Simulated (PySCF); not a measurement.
SMILES Clc1ccccc1-c1ccc[se]1 (C10H7ClSe), GFN2-xTB optimised geometry.

```
19

Cl    -2.59    -0.88     0.02
C     -1.71     0.61     0.00
C     -2.45     1.78    -0.01
C     -1.81     3.00    -0.02
C     -0.43     3.04    -0.01
C      0.30     1.87     0.00
C     -0.31     0.61     0.00
C      0.50    -0.60     0.00
C      1.87    -0.64    -0.10
C      2.46    -1.92    -0.05
C      1.58    -2.94     0.10
Se    -0.16    -2.35     0.17
H     -3.53     1.72    -0.02
H     -2.39     3.91    -0.04
H      0.09     3.99    -0.01
H      1.38     1.93     0.02
H      2.48     0.24    -0.22
H      3.53    -2.06    -0.12
H      1.83    -3.99     0.15
```

Density from CAM-B3LYP/def2-SVP run with PySCF 2.14.0 at that geometry.

Minimum of the electron density along straight lines between bonded atoms, close to the bond critical point (lines longer than 1.1 times the sum of covalent radii, or with two minima, are not listed):

| bond | length / Å | ρ at the minimum / e bohr⁻³ | ∇²ρ there / e bohr⁻⁵ | position (fraction from the first atom) |
|---|---|---|---|---|
| Cl1–C2 | 1.726 | 0.203 | -0.30 | 0.59 |
| C2–C3 | 1.385 | 0.315 | -0.82 | 0.52 |
| C3–C4 | 1.381 | 0.315 | -0.82 | 0.50 |
| C4–C5 | 1.386 | 0.314 | -0.82 | 0.50 |
| C5–C6 | 1.378 | 0.318 | -0.83 | 0.50 |
| C2–C7 | 1.402 | 0.305 | -0.76 | 0.51 |
| C6–C7 | 1.404 | 0.303 | -0.76 | 0.49 |
| C7–C8 | 1.452 | 0.277 | [?] | 0.50 |
| C8–C9 | 1.375 | 0.316 | -0.78 | 0.51 |
| C9–C10 | 1.408 | 0.302 | -0.77 | 0.50 |
| C10–C11 | 1.358 | 0.326 | -0.83 | 0.49 |
| C8–Se12 | 1.888 | 0.165 | -0.18 | 0.49 |
| C11–Se12 | 1.843 | 0.179 | [?] | 0.50 |
| C3–H13 | 1.078 | 0.285 | -1.11 | 0.64 |
| C4–H14 | 1.079 | 0.285 | -1.10 | 0.64 |
| C5–H15 | 1.080 | 0.284 | -1.10 | 0.63 |
| C6–H16 | 1.078 | 0.286 | -1.11 | 0.64 |
| C9–H17 | 1.076 | 0.284 | -1.09 | 0.63 |
| C10–H18 | 1.077 | 0.283 | -1.09 | 0.64 |
| C11–H19 | 1.075 | 0.284 | -1.11 | 0.64 |

Problem. Some entries are withheld; supply them.

Solution. 
- C7–C8, ∇²ρ there / e bohr⁻⁵: -0.68
- C11–Se12, ∇²ρ there / e bohr⁻⁵: -0.20
